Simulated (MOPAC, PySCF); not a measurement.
C$_{3}$H$_{8}$OSi, SMILES `C(=C/C[SiH3])/O` (H–O–C–C torsion 4°, C–C–C–Si torsion -89°), neutral singlet in the gas phase. 

Cartesian coordinates (Å):
```xyz
13

O     -1.9964     1.1466    -0.4852
C     -1.8404    -0.1743    -0.2340
C     -0.8028    -0.7536     0.3660
C      0.4168    -0.0435     0.8616
Si     1.7207     0.0720    -0.4974
H     -1.2036     1.6215    -0.2170
H     -2.6950    -0.7430    -0.5788
H     -0.8378    -1.8316     0.4659
H      0.8485    -0.5723     1.7155
H      0.1907     0.9666     1.2255
H      1.1807     0.8801    -1.6240
H      2.0508    -1.2883    -0.9950
H      2.9678     0.7198    -0.0030
```
Charge 0, multiplicity 1.

All levels are single points at this geometry (PBE0-D3(BJ)/def2-TZVP); Pople sets use spherical d functions. Orbital energies aren't observables, and empty levels follow the basis.

HF/STO-3G in PySCF gives gap (eV) = 15.73.

Estimate the gap (eV) from each of these levels: PBE-D3(BJ)/def2-TZVP in PySCF; PBE0-D3(BJ)/def2-TZVP in PySCF; ωB97X-D3(BJ)/def2-TZVP in PySCF; B3LYP/6-31G* in PySCF; B3LYP/LANL2DZ in PySCF; PBE/6-31G* in PySCF; SVWN5/6-31G* in PySCF; HF/3-21G in PySCF; HF/6-31G* in PySCF; AM1 in MOPAC; PM3 in MOPAC; PM7 in MOPAC.


```tsv
level	gap (eV)
PBE-D3(BJ)/def2-TZVP in PySCF	4.71
PBE0-D3(BJ)/def2-TZVP in PySCF	6.69
ωB97X-D3(BJ)/def2-TZVP in PySCF	10.91
B3LYP/6-31G* in PySCF	6.58
B3LYP/LANL2DZ in PySCF	6.75
PBE/6-31G* in PySCF	4.96
SVWN5/6-31G* in PySCF	4.86
HF/3-21G in PySCF	13.32
HF/6-31G* in PySCF	12.87
AM1 in MOPAC	10.10
PM3 in MOPAC	9.36
PM7 in MOPAC	10.09
```
